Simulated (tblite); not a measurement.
Isomers of [C6H12O2]+ (charge +1 and doublet state). Level: GFN2-xTB in tblite, geometry and Hessian alike; calculated harmonic values, unscaled, isolated species. The method is semi-empirical: single wavenumbers can be off by several per cent or more. One conformer each. Open shells enter through the occupations alone, without spin polarisation, and single modes of such species can be off by tens of per cent.

Electronic energies: GFN2-xTB at the same geometries; isomer energies are rough at this level and their order can be wrong.

```
                SMILES  electronic energy, lowest = 0 (kcal/mol)
     [CH2+][C](CO)COCC                                      32.9
      CC(=[O+])OCC(C)C                                       0.0
CC(C)[C@H](C)C(=[O+])O                                       0.6
```

**Question.** How do GFN2-xTB zero-point energies change the relative energies?

**Answer.** 
```tsv
SMILES	ZPE (kcal/mol)	of it from modes above 1550 cm⁻¹	electronic (kcal/mol)	with ZPE, lowest = 0 (kcal/mol)	lowest mode (cm⁻¹)	rings
CC(=[O+])OCC(C)C	104.3	52.5	0.0	0.0	36	0
CC(C)[C@H](C)C(=[O+])O	105.2	54.1	0.6	1.5	65	0
[CH2+][C](CO)COCC	103.4	53.4	32.9	31.9	25	0
```

The zero-point energies span 1.8 kcal/mol, from `[CH2+][C](CO)COCC` to `CC(C)[C@H](C)C(=[O+])O`. The order is unchanged.
